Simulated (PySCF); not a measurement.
# Gas-phase XPS of `[GeH3][C@@H]1C[C@@H]1C1CCC1`, computed

C7H14Ge.
Numbering: `[GeH3:1][C@@H:2]1[CH2:3][C@@H:4]1[CH:5]1[CH2:6][CH2:7][CH2:8]1`

Structure used (PBE0-D3(BJ)/def2-SVP), in Å, numbered top down from 1:
```xyz
22
C7H14Ge angstrom
Ge    -2.7373    1.1039    0.0208
C     -2.0045   -0.6491   -0.3865
C     -1.5716   -1.5994    0.7020
C     -0.5468   -1.0029   -0.2117
C      0.4563   -0.0078    0.2911
C      1.1731    0.9182   -0.7166
C      2.4568    0.7673    0.1204
C      1.8473   -0.5020    0.7448
H     -2.2844    2.1533   -1.0143
H     -4.2771    1.0296   -0.0002
H     -2.2931    1.5669    1.4224
H     -2.4930   -1.1166   -1.2483
H     -1.8210   -2.6585    0.5941
H     -1.5925   -1.2433    1.7375
H     -0.1433   -1.6754   -0.9791
H      0.0065    0.5996    1.0948
H      1.2695    0.4231   -1.6964
H      0.7621    1.9266   -0.8775
H      2.5524    1.5758    0.8617
H      3.4139    0.6728   -0.4131
H      2.1394   -1.4060    0.1859
H      2.0070   -0.6911    1.8171
```

Method used: delta-SCF UKS SCAN, pcX-2 on the ionised atom, pcseg-1 elsewhere, spin-free X2C (PySCF). Vertical ΔSCF values, vacuum level as zero.

Question: What binding energy does each computed site have?

Answer: 
```tsv
atom(s)	environment	level	binding energy (eV)	above the level's lowest (eV)	count
C3	three-membered-ring carbon	C 1s	290.37	+0.32	1
C4	three-membered-ring carbon	C 1s	290.36	+0.31	1
C7	four-membered-ring carbon	C 1s	290.31	+0.26	1
C5	four-membered-ring carbon	C 1s	290.28	+0.23	1
C8	four-membered-ring carbon	C 1s	290.19	+0.14	1
C6	four-membered-ring carbon	C 1s	290.16	+0.11	1
C2	sp3 carbon bound to germanium	C 1s	290.05	0.00	1
```

The listed C 1s values span 0.32 eV, from C2 (bonded to 2 C, H and Ge) to C3 (bonded to 2 C and 2 H). The widest gap between neighbouring values is 0.11 eV, between 290.05 and 290.16 eV. The values 290.16 and 290.19 eV; the values 290.28 and 290.31 eV; the values 290.36 and 290.37 eV lie too close for their order to be trusted.

Question: Give the binding energy of C 1s of C6 in hartree and in kJ/mol.

Answer: 290.16 eV = 10.6632 Eh = 27996 kJ/mol.

Question: Which photon wavelength matches the C 1s of C6 threshold?

Answer: λ = hc/E = 12398.42 eV Å / 290.16 eV = 42.730 Å.

No level of germanium is listed. Isolated species at its PBE0-D3(BJ)/def2-SVP geometry (one conformer only).
